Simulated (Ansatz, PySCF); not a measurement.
F2GeH4OSi, SMILES O[Si]([GeH3])(F)F. Atoms are numbered in the order given.

```xyz
9

O     -1.4394    -0.6588    -1.3694
Si    -0.8411    -0.1480     0.0711
F     -1.5709     1.2302     0.5146
F     -1.2281    -1.2055     1.2375
Ge     1.4788     0.1252    -0.0911
H     -2.3860    -0.8149    -1.4627
H      2.1256    -1.2136    -0.4650
H      2.0358     0.5997     1.2567
H      1.7984     1.1678    -1.1688
```
Charge 0, spin multiplicity 1.

The structure is a stationary point at ωB97X-D3(BJ)/def2-SVP. This is a generated structure with no PubChem entry under its InChIKey; it may be hypothetical. Other conformers were not sampled.

Two levels are set side by side: PBE-D3(BJ)/def2-SVP (Ansatz, a program for electronic structure) and ωB97X-D3(BJ)/def2-SVP (PySCF). Each level has its own optimised geometry; the coordinates shown are those of the second. Frequencies come from the Hessian of PySCF at each geometry. Differences are taken from unrounded values.

```
quantity                            ωB97X-D3(BJ)  PBE-D3(BJ)  PBE-D3(BJ) minus ωB97X-D3(BJ)
----------------------------------  ------------  ----------  -----------------------------
mean bond length (Å)                       1.599       1.614                          0.015
bond O1–Si2 (Å)                            1.641       1.656                          0.015
bond Si2–F3 (Å)                            1.621       1.635                          0.013
bond Si2–F4 (Å)                            1.621       1.635                          0.013
bond Si2–Ge5 (Å)                           2.342       2.366                          0.024
bond O1–H6 (Å)                             0.964       0.975                          0.011
bond Ge5–H7 (Å)                            1.533       1.548                          0.014
bond Ge5–H8 (Å)                            1.534       1.548                          0.014
bond Ge5–H9 (Å)                            1.533       1.548                          0.014
highest harmonic wavenumber (cm⁻¹)          3921        3746                           -175
mean harmonic wavenumber (cm⁻¹)              934         888                            -46
zero-point energy (kcal/mol)               28.04       26.67                          -1.37
```

Exact exchange shortens and stiffens bonds; PBE has none. Differences between two approximate levels are no errors against the true value.
